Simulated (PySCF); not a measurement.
Gas-phase reaction: HfO2 + 4 FO ⇌ HfF4 + 6 O

Computed with PySCF and rigid-rotor harmonic-oscillator thermochemistry at 1 bar. † marks an energy on the PBE0/def2-TZVP geometry and frequencies; other levels use their own. MP2 and CCSD(T) freeze the core. Open shells (unrestricted): FO (multiplicity 2, electronic degeneracy 4), O (multiplicity 3, electronic degeneracy 9); the rest are closed-shell singlets. Spin-orbit splitting is ignored; it lowers the true energy and changes the entropy of FO, O. B3LYP is the form with VWN-RPA correlation. Hf: scalar-relativistic def2 core potential, no spin-orbit coupling. MP2 isn't extrapolated to the basis-set limit; its ΔH°(298 K) is -599.4 kJ in def2-SVP and -476.0 kJ in def2-TZVPP. CCSD(T) isn't extrapolated to the basis-set limit; its ΔH°(298 K) is -640.3 kJ in def2-SVP and -530.3 kJ in def2-TZVPP. The harmonic model lacks anharmonicity and excited electronic states, which grow with temperature; levels with a mode under 35 cm⁻¹ are left out. Warning, large T1 diagnostic: HfO2 (CCSD(T)/def2-SVP†, CCSD(T)/def2-TZVPP†).

| level | ΔE electronic, kJ | ΔH°(298 K), kJ | ΔS°(298 K), J/K | ΔG°(1800 K), kJ |
|---|---|---|---|---|
| B3LYP/def2-TZVP† | -359 | -368 | 155 | -717 |
| CCSD(T)/def2-SVP† | -631 | -640 | 155 | -988 |
| CCSD(T)/def2-TZVPP† | -521 | -530 | 155 | -878 |
| HF/def2-TZVP† | -1571 | -1580 | 155 | -1928 |
| MP2/def2-TZVPP† | -467 | -476 | 155 | -824 |
| PBE/def2-SVP | -59 | -66 | 156 | -413 |
| PBE/def2-TZVP† | -62 | -71 | 155 | -419 |
| PBE0/def2-QZVP† | -381 | -390 | 155 | -738 |
| r2SCAN/def2-TZVP† | -314 | -324 | 155 | -672 |
| LDA/def2-TZVP† | 248 | 239 | 155 | -109 |
ΔH° is lowest at HF/def2-TZVP† and highest at LDA/def2-TZVP†. No reference value is set beside these.
